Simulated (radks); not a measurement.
The numbers below are computed, except where a source is named.
Pt I, 78 electrons, occupied as [Kr] 4d10 4f14 5s2 5p5 5d9 6s1 6d1 (not the ground configuration). Level of theory: scalar-relativistic Kohn-Sham, BLYP, spin-polarised, spherical densities, point nucleus; open shells are filled with parallel spins first (spin-orbit coupling, left out, can overturn this in heavy ions) (a radial shooting solver on a logarithmic mesh with Libxc functionals).

Normalised radial functions P(r) = r R(r), r in bohr:

```
   r/bohr * 6s up (the largest magnitude, 0.708, reaches the edge; | marks zero)
 0.001078                             |*
 0.001276                             |*
 0.001521                             |*
   0.0018                             | *
 0.002146                             | *
 0.002538                             | *
 0.003027                             | *
 0.003581                             | *
  0.00427                             | *
 0.005051                             |  *
 0.006023                             |  *
 0.007182                             |  *
 0.008496                             |  *
  0.01013                             | *
  0.01198                             | *
  0.01429                             | *
   0.0169                             |*
  0.02016                             *
  0.02384                            *|
  0.02843                           * |
  0.03363                          *  |
  0.04011                         *   |
  0.04744                         *   |
  0.05657                         *   |
  0.06746                           * |
   0.0798                             *
  0.09516                             | *
   0.1126                             |    *
   0.1342                             |     *
   0.1588                             |    *
   0.1893                             | *
    0.224                           * |
   0.2671                       *     |
   0.3159                     *       |
   0.3767                      *      |
   0.4492                           * |
   0.5314                             |    *
   0.6337                             |          *
   0.7496                             |            *
   0.8939                             |          *
    1.057                             |   *
    1.261                       *     |
    1.492             *               |
    1.779     *                       |
    2.104  *                          |
    2.509   *                         |
    2.968      *                      |
    3.539            *                |
     4.22                  *          |
    4.992                       *     |
    5.952                          *  |
    7.041                            *|
    8.396                             *
    9.932                             *
    11.84                             *
    14.01                             *
    16.71                             *
    19.76                             *
    23.57                             *
    27.88                             *
    33.24                             *
```

6s up: eigenvalue -11.476 eV, 5 radial nodes at r = 0.0202, 0.0809, 0.209, 0.474, 1.13 bohr, <r> = 2.61 bohr, 90 % of the charge inside 3.83 bohr.
